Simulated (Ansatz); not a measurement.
A run on `[SH][Hf]([SH])([SH])[Cl]` with other settings.

```yaml
crystal:
  periodic: [false, false, false]
  atoms:
    - {symbol: S, position_ang: [-1.697721, 0.294165, 1.384489]}
    - {symbol: Hf, position_ang: [0.239440, 0.499271, -0.052790]}
    - {symbol: S, position_ang: [2.127158, -0.091814, 1.340296]}
    - {symbol: S, position_ang: [0.030451, -1.115236, -1.852470]}
    - {symbol: Cl, position_ang: [0.444039, 2.653674, -0.916854]}
    - {symbol: H, position_ang: [-2.472877, 0.885120, 0.450568]}
    - {symbol: H, position_ang: [2.175607, -1.305543, 0.755146]}
    - {symbol: H, position_ang: [-0.846097, -1.819637, -1.108365]}
basis:
  gaussian: {orbitals: def2-SVP}
total_charge: 1
magnetization: {spin_polarized: true, initial_magnetization: 1}
hamiltonian: {xc: {name: PBE0-DH}}
output: {forces: true}
```

```sh
$ ansatz run in.yaml --threads 4 --pin off --events-out ev --progress --plain --max-ram 10444MiB
```

Shortened log:

```
Functional definition: PBE0-DH
1118 factors; integrals over basis functions are off by at most 1.0e-3 eV
mean field evaluation 1: about -46341.2116 eV, gradient 1.8e1 eV
mean field evaluation 2: about -46341.2175 eV, gradient 1.8e1 eV
mean field evaluation 4: about -46343.0779 eV, gradient 4.3e0 eV
mean field evaluation 8: about -46343.2074 eV, gradient 2.3e-1 eV
mean field evaluation 16: about -46343.2096 eV, gradient 3.0e-2 eV
mean field evaluation 32: about -46343.2098 eV, gradient 2.7e-6 eV
mean field -46343.20980812 eV, -1703.0815478927 hartree, gradient 2.7e-6 eV, S^2 0.789062; 6 other end points of the search recorded, 0 dependent functions left out
20 core orbitals not correlated: weight in the atoms' cores, before any rotation towards them, 1.000 or more for the frozen orbitals, at most 0.000 for the correlated occupied ones
reference -46343.20984260 eV, -1703.0815491596 hartree; 20, 19 occupied and 79, 80 virtual orbitals, 1118 factors
second order -26.39617336 eV of doubles, -0.00000000 eV of singles
Total energy: -46346.50936427 eV, -1703.2028043445 hartree
Atom 0 at    -1.697721     0.294165     1.384489 Å, force     0.105490    -0.392809    -0.278264 eV/Å
Atom 1 at     0.239440     0.499271    -0.052790 Å, force    -0.857153     1.346113    -0.456251 eV/Å
Atom 2 at     2.127158    -0.091814     1.340296 Å, force     0.969818     0.070270     0.371939 eV/Å
Atom 3 at     0.030451    -1.115236    -1.852470 Å, force     0.035341    -0.045781    -0.311220 eV/Å
Atom 4 at     0.444039     2.653674    -0.916854 Å, force    -0.055480    -0.694892     0.276914 eV/Å
Atom 5 at    -2.472877     0.885120     0.450568 Å, force    -0.118286     0.388887     0.116726 eV/Å
Atom 6 at     2.175607    -1.305543     0.755146 Å, force    -0.073813    -0.365889     0.209129 eV/Å
Atom 7 at    -0.846097    -1.819637    -1.108365 Å, force    -0.005917    -0.305899     0.071027 eV/Å
Dipole moment:    -0.001665    -0.761806     0.140860 e Å
```

Run time 24 s (4 threads of an Arm Neoverse V2 on a shared host); peak host memory 0.51 GiB.
